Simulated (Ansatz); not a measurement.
Reaction (ligand exchange at the Si–Se bond): `O[Si](O)(O)[SeH]` + `O[SiH2]F` → `O[Si](O)(O)O[SiH2]F` + H₂Se

Gas-phase electronic energies from Ansatz, PBE0-D4/def2-TZVP geometries. CCSD(T)/CBS adds triple-zeta CCSD(T) − MP2 to the extrapolated MP2 energy (def2 sets, frozen cores). Functionals use def2-TZVPP. For Se outer-core shells are correlated without core-valence functions, which leaves a few kJ/mol of doubt a bond. Scalar relativity is left out up to krypton. Each species was taken in one conformer, which may not be the lowest.

```tsv
level	ΔE (kJ/mol)	difference from CCSD(T)/CBS
r2SCAN-D4	-69.6	1.7
PBE0-D4	-62.4	8.9
ωB97X-V	-71.7	-0.4
PBE	-53.4	17.9
BLYP	-68.2	3.1
r2SCAN	-68.7	2.6
r2SCAN0	-72.3	-1.0
BHLYP	-84.2	-12.9
HF/def2-SVP	-95.7	-24.4
CCSD/def2-SVP	-83.4	-12.1
CCSD(T)/CBS	-71.3	0
```

Largest T1 diagnostic among the species: 0.012.

From BLYP to BHLYP (50 % exact exchange), in def2-TZVPP and without D4, ΔE moves by −16.0 kJ/mol. At CCSD(T), def2-SVP lies −9.1 kJ/mol from the extrapolated value and def2-TZVPP −4.9 kJ/mol. In def2-TZVPP, CCSD(T) changes the Hartree–Fock value by +20.4 kJ/mol (the triples alone add +4.1 kJ/mol) and MP2 by +27.3 kJ/mol.
